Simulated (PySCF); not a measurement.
C2H6BFO, SMILES B(CO)(F)C. Coordinates come from a ωB97X-D3(BJ)/def2-SVP optimisation. This is a generated structure with no PubChem entry under its InChIKey; it may be hypothetical. Other conformers were not sampled.

Question: Give the equilibrium geometry at ωB97X-D3(BJ)/def2-SVP (PySCF confirms it by a frequency run) as bond lengths and angles. (Estimate from the structure and the level; the computed values follow.)

Answer: One answer among several that fit: 
Atoms: C1 B2 F3 C4 O5 H6 H7 H8 H9 H10 H11. Bonds (Å): C1–B2 1.564, C1–H6 1.101, C1–H7 1.106, C1–H8 1.100, B2–F3 1.342, B2–C4 1.581, C4–O5 1.414, C4–H9 1.112, C4–H10 1.112, O5–H11 0.962. Bond angles (°): B2–C1–H6 110.3, B2–C1–H7 107.6, B2–C1–H8 113.8, H6–C1–H7 105.4, H6–C1–H8 110.7, H7–C1–H8 108.6, C1–B2–F3 120.4, C1–B2–C4 123.8, F3–B2–C4 115.7, B2–C4–O5 110.8, B2–C4–H9 107.6, B2–C4–H10 107.6, O5–C4–H9 112.6, O5–C4–H10 112.5, H9–C4–H10 105.3, C4–O5–H11 108.6.
